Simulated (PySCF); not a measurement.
Working out the excitation energy of Kr²⁺

Kr²⁺ [Ar] 3d10 4s2 4p4 (3P) → Kr²⁺ [Ar] 3d10 4s1 4p4 5s1 (5P). All numbers are calculated (PySCF 2.14, scalar relativity through the core potential, in aug-cc-pwCVDZ-PP with ECP10MDF (6s5p4d1f, 48 functions)). Frozen: nothing. Energies in hartree (1 hartree = 27.21139 eV):

```
             part  Kr²⁺ (lower)  Kr²⁺ (upper)
              UHF   -460.843564   -459.646434
MP2 opposite-spin     -0.335631     -0.335362
    MP2 same-spin     -0.169837     -0.169225
```

Question: What does Hartree-Fock give?

Answer: (-459.646434) − (-460.843564) = 1.197130 hartree = 32.576 eV.

Question: What do MP2 and SCS-MP2 (6/5 opposite-spin, 1/3 same-spin) give?

Answer: The opposite-spin parts differ by 0.007 eV and the same-spin parts by 0.017 eV. MP2: 32.576 + (0.007) + (0.017) = 32.600 eV. SCS-MP2: 32.576 + 1.2 × (0.007) + (0.017)/3 = 32.590 eV.

A double-zeta basis recovers only part of the correlation energy.
